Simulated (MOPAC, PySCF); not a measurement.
CH5BN2, SMILES `B(N)/C=N\[H]` (N–C–B–N torsion -180°, C–B–N–H torsion 0°), neutral singlet in the gas phase. 

Z-matrix (Å, degrees):
```
B
N 1 1.3884
H 2 1.0065 1 123.51
H 2 1.0083 3 113.39 1 179.99
H 1 1.1947 2 119.58 3 -0.01
C 1 1.5711 5 120.22 2 -179.96
N 6 1.2763 1 125.78 5 0.25
H 7 1.0248 6 110.03 1 -0.03
H 6 1.0991 7 114.85 8 -180.00
```
Charge 0, spin multiplicity 1.

All levels are single points at this geometry (B3LYP-D3(BJ)/def2-TZVP); Pople sets use spherical d functions. Orbital energies aren't observables, and empty levels follow the basis.

```tsv
level	HOMO (eV)	LUMO (eV)	gap (eV)	dipole (D)	vertical IE, Delta-SCF (eV)
B3LYP-D3(BJ)/def2-TZVP in PySCF	-6.92	-1.52	5.41	3.65	9.57
B3LYP/3-21G in PySCF	-6.05	-0.86	5.19	3.84	–
BP86/6-31G* in PySCF	-5.32	-1.97	3.34	3.73	–
M06-2X/6-31G* in PySCF	-8.28	0.14	8.42	3.68	–
SVWN5/6-31G* in PySCF	-5.22	-2.09	3.13	3.80	9.15
HF/3-21G in PySCF	-10.48	3.15	13.63	3.76	–
HF/6-31G* in PySCF	-10.78	3.04	13.83	3.66	–
PM6 in MOPAC	-9.64	0.17	9.81	4.22	–
PM7 in MOPAC	-9.74	-0.67	9.07	4.58	–
```
